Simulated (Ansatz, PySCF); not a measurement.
This triplet is an excited state, 1.14 eV above the relaxed singlet at the level B3LYP-D3(BJ)/def2-TZVP (PySCF).

Species: C3H4Si, SMILES `C#C[Si]C` (excited triplet) (charge 0, multiplicity 3).

**Question.** Give a relaxed geometry from B3LYP-D3(BJ)/def2-TZVP (Ansatz, a first-principles code).

**Answer.** the end point of this relaxation (outside a Z-matrix the atoms follow the SMILES, hydrogens last).
Cartesian coordinates (Å) in one orientation:
```xyz
8

C      2.572    -0.086    -0.751
C      1.502    -0.161    -0.175
Si     0.007    -0.311     0.782
C     -1.652     0.085    -0.041
H      3.501    -0.016    -1.265
H     -1.653     1.120    -0.386
H     -2.465    -0.049     0.671
H     -1.811    -0.582    -0.889
```
